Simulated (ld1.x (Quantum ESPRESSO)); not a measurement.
Which change was made? (P, ultrasoft)

ld1.x (Quantum ESPRESSO) 7.5 input, shortened:

```
&input
   title='P', zed=15., rel=0, dft='PBE', iswitch=3,
   config='[Ne] 3s2 3p3 3d-2'
 /
 &inputp
   pseudotype=3, tm=.true., lloc=2,
   nlcc=.true., new_core_ps=.true.,
   which_augfun='PSQ', rmatch_augfun=1.15
 /
5
3S  1  0   2.00   0.00  1.10  1.55  0.0
3S  1  0   0.00   1.25  1.10  1.55  0.0
3P  2  1   3.00   0.00  1.55  1.95  0.0
3P  2  1   0.00   1.80  1.55  1.95  0.0
3D  3  2  -2.00   0.15  2.05  2.05  0.0
 &test
   configts(1)='3s2 3p3'
 /
```

Cutoffs, loose and tight: the cutoffs (Ry, on a coarse ladder) from which the occupation-weighted sum of valence levels, in a spherical-Bessel basis at the reference potential, stays within 10 and 1 mRy of its value at 400 Ry. They do not see the model core or the augmentation charge, which bear on the density cutoff. Test errors are all-electron minus pseudo excitation energies from the reference, over the configurations 3s2 3p2; 3s2 3p1; 3s2 3p0; 3s2 3p3.3; 3s2 3p2.5; 3s1 3p0; 3s1 3p4; variants that change the core or the reference have their own tests.

The base gives: outcome: generated; cutoff, loose: 15 Ry; cutoff, tight: 21 Ry; bound ghosts: none; largest test error (meV): -15.

Q: After one change the result is: outcome: generated; cutoff, loose: 15 Ry; cutoff, tight: 21 Ry; bound ghosts: none; largest test error (meV): +16. Which change was it?
A. core correction Bessel-smoothed model core inside 0.62 bohr
B. core correction none
C. core correction Bessel-smoothed model core inside 1.10 bohr

A: C. The others give: core correction none → outcome: generated; cutoff, loose: 15 Ry; cutoff, tight: 21 Ry; bound ghosts: none; largest test error (meV): +68 | core correction Bessel-smoothed model core inside 0.62 bohr → outcome: generated; cutoff, loose: 15 Ry; cutoff, tight: 21 Ry; bound ghosts: none; largest test error (meV): -24.
